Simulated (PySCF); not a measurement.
FeI3, SMILES [I][Fe-]([I])[I] (connectivity only; charge and spin as stated), charge -1, multiplicity 5.

Geometry optimised at PBE-D3(BJ)/def2-SVPD. The spin state was assumed, not searched. The def2 effective core potentials stand for the cores of I; spin–orbit coupling is left out.

The numbers are results of PBE-D3(BJ)/def2-SVPD (PySCF), not measurements.

Frequencies are harmonic and unscaled.

Modes within 1.5 cm⁻¹ of each other (mostly degenerate sets) share a row, with their intensities summed.

Computed normal modes with their intensities:
```
mode  ν (cm⁻¹)  IR (km/mol)  moving atoms (share of kinetic energy)
----  --------  -----------  --------------------------------------
1–2         42          0.0                          I 91 %, Fe 9 %
3           74          0.4                         Fe 87 %, I 13 %
4          125          0.0                                 I 100 %
5–6        244         93.7                         Fe 79 %, I 21 %
```
